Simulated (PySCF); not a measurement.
Nb(S)(OH)2(Me) (CH5NbO2S), SMILES [CH3][Nb]([OH])([OH])=[S], multiplicity 1. Atoms are numbered in the order given.

```xyz
10

Nb    -0.0886    -0.1948     0.0000
S      0.1455     1.9534     0.0000
O     -0.9059    -0.8258    -1.5823
H     -1.2630    -0.4204    -2.3822
O     -0.9059    -0.8258     1.5823
H     -1.2630    -0.4204     2.3822
C      1.9194    -0.9756     0.0000
H      2.4707    -0.6408     0.8942
H      1.8666    -2.0795     0.0000
H      2.4707    -0.6408    -0.8942
```
Charge 0, spin multiplicity 1.

Geometry: B3LYP-D3(BJ)/def2-SVP. The spin state was assumed, not searched. The structure was generated by enumeration; whether it is a known compound was not checked. The def2 effective core potentials stand for the cores of Nb; spin–orbit coupling is left out. The values are those of a single conformer.

Level of theory: TDA-B3LYP/def2-SVPD (PySCF).

Vertical excitations. The molecule is in vacuum. State labels are in the subgroup Cs.

Computed excitation energies, oscillator strengths and character:
```
state  symmetry  energy (eV)  λ (nm)      f                                                                  main pairs
-----  --------  -----------  ------  -----  --------------------------------------------------------------------------
S1           A"         3.93     316  0.000                                          HOMO→LUMO 61 %, HOMO−1→LUMO+1 38 %
S2           A"         4.09     303  0.000                                          HOMO−1→LUMO+1 60 %, HOMO→LUMO 39 %
S3           A'         4.14     299  0.004                                          HOMO−1→LUMO 65 %, HOMO→LUMO+1 34 %
S4           A'         4.68     265  0.019  HOMO→LUMO+1 40 %, HOMO−1→LUMO+2 19 %, HOMO−1→LUMO 16 %, HOMO−3→LUMO+1 10 %
S5           A'         4.79     259  0.003                                      HOMO−3→LUMO+1 56 %, HOMO−2→LUMO+1 42 %
S6           A"         4.81     258  0.000                                          HOMO−2→LUMO 62 %, HOMO−3→LUMO 36 %
S7           A"         4.83     257  0.000                                          HOMO−3→LUMO 59 %, HOMO−2→LUMO 35 %
S8           A'         5.07     245  0.010                   HOMO−2→LUMO+1 46 %, HOMO−3→LUMO+1 31 %, HOMO−1→LUMO+2 8 %
S9           A"         5.28     235  0.000                                                            HOMO→LUMO+2 92 %
S10          A'         5.47     226  0.004                                                            HOMO→LUMO+3 82 %
T1           A'         3.38     367      0                                          HOMO→LUMO+1 67 %, HOMO−1→LUMO 27 %
T2           A'         3.61     343      0                                          HOMO−1→LUMO 68 %, HOMO→LUMO+1 29 %
T3           A"         3.62     343      0                                          HOMO−1→LUMO+1 53 %, HOMO→LUMO 43 %
T4           A"         3.88     319      0                                          HOMO→LUMO 55 %, HOMO−1→LUMO+1 44 %
```
Triplets are in the Tamm–Dancoff approximation.
